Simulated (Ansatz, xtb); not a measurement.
## C2H5ClSi+: where a starting geometry ends

The starting geometry of this gas-phase doublet was built from a drawn formula by distance geometry and a force field; its bonds are those of `[CH2][SiH]([CH2+])Cl`.

```yaml
atoms:
  - { symbol: C, position_ang: [3.3324, -0.4231, 1.1676] }
  - { symbol: C, position_ang: [0.8216, -0.2882, -0.4767] }
  - { symbol: Cl, position_ang: [1.2911, -2.6388, 1.3928] }
  - { symbol: Si, position_ang: [1.5635, -0.6197, 1.1423] }
  - { symbol: H, position_ang: [3.9453, -1.0309, 0.4586] }
  - { symbol: H, position_ang: [3.7894, 0.2139, 1.9202] }
  - { symbol: H, position_ang: [0.8743, 0.1153, 2.1963] }
  - { symbol: H, position_ang: [0.0129, 0.4287, -0.6045] }
  - { symbol: H, position_ang: [1.1611, -0.7937, -1.3511] }
```

Q: Predict what becomes of its bonds when it is optimised with r2SCAN-D4/def2-SVP.

A: A new bond forms, giving a structure given below by its coordinates. Distances that change by over a tenth: C1–Si4 (1.78 → 1.98 Å). Contacts that close: C1–C2 (3.00 → 1.44 Å).

The energy falls by 2.46 eV over 23 steps:

| step | E − E(last) (eV) |
| --- | --- |
| 1 | 2.456 |
| 3 | 2.184 |
| 6 | 1.743 |
| 8 | 1.464 |
| 11 | 1.318 |
| 13 | 0.784 |
| 16 | 0.050 |
| 18 | 0.005 |
| 21 | 0.000 |
| 23 | 0.000 |

Final geometry (Å):

```xyz
9

C     2.8340   -0.2354    0.5180
C     1.6293   -0.1632   -0.2714
Cl    1.1331   -2.9733    1.5479
Si    1.2826   -0.9818    1.5040
H     3.5636   -1.0359    0.3326
H     3.1949    0.6535    1.0556
H     0.6437   -0.1713    2.5511
H     1.0681    0.7803   -0.3365
H     1.4422   -0.9094   -1.0559
```

From the same start GFN2-xTB reaches the same bonding as this run.

No frequencies were run, so the end isn't proven a minimum. Open shells are spin-unrestricted. Run with Ansatz 0.2.0, 83 s on 2 threads of Intel(R) Xeon(R) 6975P-C (Granite Rapids) (shared host).
